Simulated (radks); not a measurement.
All-electron atom: Sb1.5+ in [Kr] 4d10 5p(up 1.5, down 1.5) 5s(up 0.5, down 0) (fractional occupations, a model configuration).

Method: scalar-relativistic Kohn-Sham, r2SCAN, spin-polarised, spherical densities, finite nucleus; meta-GGA in the generalised Kohn-Sham scheme; Fermi nuclear charge, rms radius 4.6802 fm; computed with a radial shooting solver on a logarithmic mesh with Libxc functionals.

Energy parts (eV):
| part | energy |
|---|---|
| total | -176358.700 |
| kinetic | 184451.319 |
| electron-nucleus | -425756.875 |
| Hartree | 69578.187 |
| exchange-correlation | -4631.331 |

Orbitals (lengths in bohr, moments of r in powers of bohr):
orbital,occ.,eigenvalue (eV),<1/r>
1s up,1,-30375.73,54.32
1s down,1,-30375.70,54.32
2s up,1,-4651.646,12.43
2s down,1,-4651.641,12.43
2p up,3,-4174.582,11.91
2p down,3,-4174.571,11.91
3s up,1,-931.0569,4.437
3s down,1,-931.0333,4.437
3p up,3,-774.4499,4.216
3p down,3,-774.4240,4.216
3d up,5,-535.9184,3.976
3d down,5,-535.8943,3.976
4s up,1,-168.3885,1.750
4s down,1,-168.3190,1.750
4p up,3,-120.2339,1.596
4p down,3,-120.1632,1.596
4d up,5,-49.9225,1.299
4d down,5,-49.7832,1.302
5s up,0.5,-26.7972,0.6087
5s down,0,-25.9354,0.6071
5p up,1.5,-17.3028,0.5048
5p down,1.5,-16.6716,0.4958

The highest occupied level is 5p down at -16.672 eV. The configuration is held as typed, so some empty levels lie below it. The spin density at the nucleus is 27.64 e/bohr^3 (1s 0.18, 2s 0.11, 3s 0.05, 4s 0.19, 5s 27.11). Spin moment in Bohr magnetons: 0.5. Summed over all electrons, <r^2> = 45.32 bohr^2, which gives a Langevin (diamagnetic) susceptibility term of -35.9 x 10^-6 cm^3/mol.
